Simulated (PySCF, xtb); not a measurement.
C2H6BClO, SMILES C(B(O)Cl)C. Other conformers were not sampled.

Harmonic wavenumbers (cm⁻¹) from GFN2-xTB (xtb) at its own minimum, in rising order: 26, 162, 196, 322, 338, 490, 531, 641, 770, 844, 974, 1006, 1074, 1080, 1229, 1274, 1336, 1413, 1473, 1504, 1506, 2956, 2999, 3034, 3039, 3045, 3573.

Q: What does PBE-D3(BJ)/def2-SVP (PySCF) give at its own minimum? (The exact figures need the calculation; the answer reports its results.)

A: 36, 175, 203, 352, 355, 501, 572, 620, 721, 870, 953, 968, 1043, 1137, 1208, 1239, 1347, 1370, 1398, 1425, 1432, 2945, 2973, 3012, 3056, 3065, 3713. Paired by order, the mean absolute difference is 35 cm⁻¹ and the zero-point energies are 52.7 and 52.4 kcal/mol.
